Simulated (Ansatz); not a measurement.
Relaxation of CH8BNSi (12 atoms, charge 0, multiplicity 1), to a largest force component of 0.015 eV/Å in at most 40 steps.

Computed with Ansatz 0.2.0, RKS PBE-D4/cc-pVDZ.

```xyz
12
Properties=species:S:1:pos:R:3
C -1.341 1.277 -0.077
Si -0.168 0.316 0.898
B 1.114 -0.460 -0.314
N 1.379 -1.962 -0.380
H -1.901 0.656 -0.837
H -2.139 1.783 0.595
H -0.830 2.132 -0.626
H -0.834 -0.735 1.608
H 0.520 1.209 1.909
H 1.827 0.246 -0.939
H 2.330 -2.151 -0.316
H 0.936 -2.313 0.547
```

Question: Where does it end, and by what steps?

Answer: The run converged. After 8 steps the energy has fallen by 1.152 eV; H11 moved furthest, 0.39 Å.

```tsv
step	energy less start (eV)	largest force component (eV/Å)	accepted
0	0.0000	4.002	yes
1	-0.7114	1.941	yes
2	-0.8976	2.344	yes
3	-1.0844	1.468	yes
4	-1.1161	0.405	yes
5	-1.1458	0.252	yes
6	-1.1510	0.049	yes
7	-1.1515	0.021	yes
8	-1.1517	0.006	yes
```

```xyz
12
Properties=species:S:1:pos:R:3
C -1.434 1.360 -0.102
Si -0.185 0.349 0.931
B 1.273 -0.486 -0.204
N 1.547 -1.853 -0.125
H -1.956 0.711 -0.834
H -2.197 1.835 0.546
H -0.909 2.158 -0.665
H -0.943 -0.711 1.716
H 0.430 1.276 1.964
H 1.946 0.173 -0.978
H 2.277 -2.317 -0.671
H 1.042 -2.494 0.490
```

Whether the end is a true minimum wasn't checked by a vibrational analysis.

Time of the run: 18 s on 2 threads of Arm Neoverse V1, on a shared host, peak memory 0.15 GiB.
